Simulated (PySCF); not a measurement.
# Interval between two levels of Si by level of theory

Si [Ne] 3s2 3p2 [3P2, M_J = 2] → Si [Ne] 3s1 3p2 4s1 [5P3, M_J = 3], as a difference of total energies. All numbers are calculated (PySCF 2.14, the two-component X2C-1e Hamiltonian, in x2c-SVPall-2c with one added diffuse shell each of s, p type (5s5p1d, 25 functions)). Correlated levels: [Ne] frozen. "Screened" scales the spin-orbit matrix elements by Boettger's factors to mimic the two-electron term; Breit and QED terms are absent.

| method | interval between two levels (cm⁻¹) |
| --- | --- |
| GHF (spin-free) | 69030 |
| GMP2 (spin-free) | 76400 |
| GHF (screened spin-orbit) | 69061 |
| GMP2 (screened spin-orbit) | 76430 |

The labels give the starting determinants; with spin-orbit coupling the two ends relaxed to ⟨J²⟩ = 6.01, ⟨L²⟩ = 2.01, ⟨S²⟩ = 2.00 and ⟨J²⟩ = 12.00, ⟨L²⟩ = 2.00, ⟨S²⟩ = 6.00.

The promoted electron is Rydberg-like, and one or two diffuse shells describe it only roughly, which tends to raise the upper state.
